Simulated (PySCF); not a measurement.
# Ionisation energy of Ar⁺ by level of theory

Ar⁺ [Ne] 3s2 3p5 (2P) → Ar²⁺ [Ne] 3s2 3p4 (3P), as a difference of total energies. Computed with PySCF 2.14 in x2c-TZVPPall (5s5p3d1f, 42 functions), with the spin-free X2C one-electron Hamiltonian (Gaussian nucleus). Correlated levels: valence: [Ne] frozen. The calculations carry no spin-orbit coupling.

| method | ionisation energy (eV) |
| --- | --- |
| UHF | 26.367 |
| MP2 (valence) | 27.342 |
| SCS-MP2 (valence) | 27.338 |
| CCSD (valence) | 27.307 |
| CCSD(T) (valence) | 27.340 |

Task: How much does correlation contribute at CCSD(T) (valence)?

Result: 27.340 − (26.367) = 0.973 eV, measured against UHF.

A first-order spin-orbit estimate (lowest level to lowest level, LS coupling) adds -0.007 eV.

Errors of the correlated levels include the incompleteness of this basis and the frozen core.

For comparison: 27.630 eV (measured; NIST Atomic Spectra Database, ionization energies).
